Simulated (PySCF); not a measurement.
## Electron correlation in Cu (copper, neutral)

[Ar] 3d9 4s1 4p1, one real determinant (an excited configuration). All numbers are calculated (PySCF 2.14, the spin-free X2C one-electron Hamiltonian (Gaussian nucleus), in ANO-RCC-VTZP (6s5p3d2f1g, 59 functions)). Frozen: [Ar]; 11 electrons correlated.

```
  level  correlation energy (mhartree)
   CCSD                        -358.78
    (T)                         -10.66
CCSD(T)                        -369.44
```

Diagnostics: T1 = 0.013, D1 = 0.0334, largest double amplitude 0.033.

Question: Is a single reference adequate?

Answer: Yes: T1 lies below 0.03 and no double amplitude reaches 0.07.

The basis was made for the ground configuration and has no added diffuse functions, which can raise the energy of the promoted electron.

The reference is one real determinant that mixes LS terms of this configuration.
